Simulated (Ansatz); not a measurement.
Harmonic frequencies (cm⁻¹) at PBE0-D4/def2-TZVP from Ansatz: 86, 120, 124, 259, 273, 458, 595, 636, 818, 1549, 3558, 3664.

Each molecule was computed in one conformer, which needn't be the lowest.

(1) Which molecule is it?
A. `[SH][In]([SH])[Br]`
B. `C#[C][InH][Cl]`
C. `[NH2][In]([F])[Br]`
D. `[OH][In]([OH])[F]`

Answers

(1) C.
